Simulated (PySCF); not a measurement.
In(Me)2 (C2H6In), SMILES [CH3][In][CH3], multiplicity 2. Atoms are numbered in the order given.

```xyz
9

In     0.1967     0.0815     0.2468
C      0.9190     0.0804    -1.8443
H      1.3165    -0.9209    -2.0753
H      1.7181     0.8193    -1.9941
H      0.0786     0.2959    -2.5224
C     -1.9102    -0.4876     0.6053
H     -2.0968    -1.4659     0.1342
H     -2.5579     0.2631     0.1244
H     -2.1497    -0.5429     1.6754
```
Charge 0, spin multiplicity 2.

The structure is a stationary point at PBE0-D3(BJ)/def2-SVP. The spin state was assumed, not searched. The isomer is the one that the SMILES or the coordinates give; other isomers of the formula were not compared. The def2 effective core potentials stand for the cores of In; spin–orbit coupling is left out.

Level of theory: PBE0-D3(BJ)/def2-SVP (PySCF).

Frequencies are harmonic and unscaled.

A small imaginary wavenumber (i) marks a very flat motion, where grid noise or a shallow saddle decides the sign.

```csv
mode,ν (cm⁻¹),IR (km/mol),moving atoms (share of kinetic energy)
1,16i,0.0,H 95 %
2,27,0.0,H 94 %
3,116,2.2,"C 55 %, H 31 %, In 13 %"
4,429,12.4,"C 76 %, H 18 %"
5,461,43.7,"C 67 %, H 18 %, In 16 %"
6,573,0.2,"H 88 %, C 12 %"
7,589,1.3,"H 88 %, C 12 %"
8,619,3.1,"H 87 %, C 12 %"
9,718,63.5,"H 81 %, C 18 %"
10,1117,3.9,"H 82 %, C 18 %"
11,1143,0.1,"H 84 %, C 16 %"
12,1411,5.2,H 94 %
13,1415,3.8,H 95 %
14,1422,0.5,H 94 %
15,1427,8.8,H 95 %
16,3050,15.4,H 98 %
17,3052,8.7,H 98 %
18,3160,7.3,"H 91 %, C 9 %"
19,3164,7.4,"H 91 %, C 9 %"
20,3188,3.5,"H 90 %, C 10 %"
21,3193,3.6,"H 90 %, C 10 %"
```
